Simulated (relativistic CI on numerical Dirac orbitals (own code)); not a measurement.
**In VIII: q coefficients and field-shift factors**

These numbers are calculated, not measured: Dirac-Coulomb-Breit CI, KLI orbitals optimised for each configuration, derivatives by finite differences, unscaled Slater integrals, QED left out (own radial code, finite nucleus).

CI space (outside the closed core [Ar] 3d10): 4s2 4p6 4d6, 4s2 4p6 4d5 5s, 4s2 4p6 4d5 4f, 4s2 4p6 4d4 5s2, 4s2 4p4 4d8, 4s 4p6 4d7, 4p6 4d8, 4s 4p6 4d5 5s2. Levels of other configurations are missing.

With x = (α/α₀)² − 1 an excitation energy changes as ω = ω₀ + qx; K = 2q/ω₀ is the relative enhancement. Terms are leading LS components, so labels can repeat. The field-shift factor is F = δν/δ⟨r²⟩ for the transition from the lowest level.

Lowest level 4s2 4p6 4d6 5D_4.

| Level | ω₀ (cm⁻¹) | q (cm⁻¹) | K | F (GHz/fm²) |
| --- | --- | --- | --- | --- |
| 4s2 4p6 4d6 5D_3 | 4065.3 | 4663 | 2.29 | 0.0577 |
| 4s2 4p6 4d6 5D_2 | 5530.4 | 4421 | 1.6 | 0.0512 |
| 4s2 4p6 4d6 5D_1 | 7022.2 | 6486 | 1.85 | 0.0781 |
| 4s2 4p6 4d6 5D_0 | 7588.5 | 6804 | 1.79 | 0.0832 |
| 4s2 4p6 4d6 3P_2 | 24442.2 | 2532 | 0.207 | -0.0544 |
| 4s2 4p6 4d6 3F_4 | 26199.6 | -2290 | -0.175 | 0.026 |
| 4s2 4p6 4d6 3H_6 | 29839.3 | 2391 | 0.16 | 0.0953 |
| 4s2 4p6 4d6 3H_5 | 29906.7 | 1601 | 0.107 | 0.0912 |
| 4s2 4p6 4d6 3F_3 | 31310.9 | 3950 | 0.252 | 0.0718 |
| 4s2 4p6 4d6 3F_2 | 32247.6 | 4156 | 0.258 | 0.0462 |
| 4s2 4p6 4d6 3H_4 | 33822.4 | 7503 | 0.444 | 0.131 |
| 4s2 4p6 4d6 3P_0 | 34671.9 | 6861 | 0.396 | 0.0978 |
| 4s2 4p6 4d6 3P_1 | 35310.0 | 12440 | 0.704 | 0.0702 |

At this charge configurations can still be misplaced by up to about 7 % of their energy. Terms inside the open d or f shell come out 10 to 20 % too wide with unscaled integrals.
